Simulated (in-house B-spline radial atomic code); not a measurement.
**Xe⁴⁺: [Kr] 4d10 5s1 5p3 (with a hole in an inner shell)**

Level of theory: Dirac-Hartree-Fock, average of configuration, Fermi nucleus of rms radius 4.7859 fm; calculated with a radial B-spline atomic code at the basis-set limit.

Effective charges: Z_r = [3n² - l(l+1)]/(2<r>) from the radius, Z_e = n√(-2ε) from the energy, and Slater's rules. Values are occupation-weighted means over j. An effective charge above Z reflects the relativistic contraction of the inner shells.

```tsv
shell	electrons	ε (eV)	<r> (bohr)	Z_r	Z_e	Slater
1s	2	-34805	0.02665	56.28	50.58	53.70
2s	2	-5558.4	0.114	52.62	40.42	49.85
2p	6	-4993.3	0.1001	49.93	38.31	49.85
3s	2	-1219.1	0.3046	44.32	28.40	42.75
3p	6	-1031.2	0.3028	41.29	26.12	42.75
3d	10	-749.02	0.28	37.51	22.26	32.85
4s	2	-277.34	0.7174	33.45	18.06	26.25
4p	6	-215.07	0.7634	30.13	15.90	26.25
4d	10	-120.37	0.8672	24.22	11.90	14.85
5s	1	-69.218	1.726	21.73	11.28	9.65
5p	3	-52.656	1.959	18.63	9.84	9.65
```

The least bound orbital is 5p3/2 at -52.04 eV, and it is also the most diffuse (<r> = 1.979 bohr).

Spin-orbit splittings of the orbital energies (j = l + 1/2 above j = l - 1/2 when positive): 2p 325.9 eV, 3p 63.53 eV, 3d 13.23 eV, 4p 12.81 eV, 4d 2.123 eV, 5p 1.854 eV.

For the 1s electron the small component carries 3.96 % of the norm, the zero-frequency Breit interaction raises the level by 86.86 eV, self-energy by 49.96 eV, and vacuum polarisation lowers it by 7 eV.
